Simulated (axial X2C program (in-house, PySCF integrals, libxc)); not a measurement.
Low determinants of NaTi at the PBE0 level, with spin–orbit coupling

All values were computed with an axial X2C code built on PySCF integrals. Two-component (2c) means X2C with spin–orbit coupling and atomic mean-field two-electron Coulomb and Gaunt terms. Basis: Ti dyall-cv3z [10s10p6d4f2g], Na dyall-cv3z [9s8p5d2f] (cores contracted in-house); Gaussian nuclei, density fitting, unrestricted open shells. Masses: Ti 47.948 u, Na 22.990 u.

Search at 3.039 Å (vertical energies from the lowest determinant):

```
ΔE (eV)    state  electrons beyond evenly filled partner blocks  electrons in ±ω = 1/2, 3/2, 5/2, 7/2
   0.00  Ω = 1/2                                        ω = 1/2                              25 8 0 0
   0.02  Ω = 7/2                     ω = -1/2, ω = 3/2, ω = 5/2                              25 7 1 0
   0.06  Ω = 3/2                                        ω = 3/2                              26 7 0 0
   0.10  Ω = 3/2                     ω = 1/2, ω = -3/2, ω = 5/2                              25 7 1 0
   0.10  Ω = 9/2                      ω = 1/2, ω = 3/2, ω = 5/2                              25 7 1 0
   0.21  Ω = 5/2                                        ω = 5/2                              26 6 1 0
   0.40  Ω = 1/2                          2 × ω = -1/2, ω = 3/2                              26 7 0 0
```

Lowest determinant, Ω = 1/2 (⟨Sz⟩ = -1.50, ⟨Lz⟩ = 2.00 at PBE0): Re = 3.036 Å, ωe = 152.0 cm⁻¹.

The determinant in row 2 of the search, Ω = 7/2 (⟨Sz⟩ = 1.50, ⟨Lz⟩ = 2.00 at PBE0), was followed along the bond at PBE0; measured from the minimum of the lowest determinant it gives:

Te = 0.023 eV (182 cm⁻¹), Re = 3.037 Å, ωe = 152.0 cm⁻¹.

(1) Compare the bond of the determinant in row 2 with that of the lowest one.

The search compares states at one distance, so a state with another bond length can lie lower; it is not exhaustive and yields mostly the lowest determinant of each block pattern, so other components and higher states of one pattern are missing. These are energies of single determinants, not of spin-adapted states; PBE0 term energies can be off by some tenths of an eV, and the functional has no current term. The lowest determinant need not be the ground state where others lie within half an eV.

Answers

(1) At PBE0 its Re is 0.001 Å longer and its force constant, which goes as ωe², is 1.00 times that of the lowest determinant. T0 ≈ Te + Δωe/2 = 182 + (0) = 182 cm⁻¹.
